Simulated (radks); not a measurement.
Effect of the nuclear size on the barium ion Ba+, [Xe] 6s1. Calculated with a radial shooting solver on a logarithmic mesh with Libxc functionals: Dirac Kohn-Sham, PBE, spin-unpolarised, spherical densities, finite nucleus; Fermi nuclear charge, rms radius 4.8378 fm. The rms radius is varied about that value; shifts are against it.

| rms radius (fm) | total energy shift (eV) | density at nucleus (e/bohr^3) | 1s1/2 shift (meV) | 2s1/2 shift (meV) | 4p1/2 shift (meV) | 5s1/2 shift (meV) | 5p1/2 shift (meV) | 6s1/2 shift (meV) | 6p1/2 (empty) shift (meV) |
|---|---|---|---|---|---|---|---|---|---|
| 4.1508 | -2.22 | 3.324e+05 | -924 | -111 | 0.387 | -0.726 | 0.125 | -0.075 | 0.032 |
| 4.6733 | -0.556 | 3.249e+05 | -232 | -27.8 | 0.097 | -0.182 | 0.031 | -0.019 | 0.008 |
| 4.8378 | 0 | 3.228e+05 | 0.000 | 0.000 | 0.000 | 0.000 | 0.000 | 0.000 | 0.000 |
| 5.2055 | 1.30 | 3.182e+05 | 541 | 65.0 | -0.227 | 0.425 | -0.073 | 0.044 | -0.019 |
| 5.965 | 4.22 | 3.1e+05 | 1760 | 211 | -0.736 | 1.38 | -0.238 | 0.142 | -0.062 |

Slopes of the eigenvalues against <r^2> in GHz/fm^2, as finite differences over the two radii next to the reference (eigenvalue slopes, not the field-shift constants of lines): 1s1/2 35500, 2s1/2 4270, 4p1/2 -14.9, 5s1/2 27.9, 5p1/2 -4.80, 6s1/2 2.88.
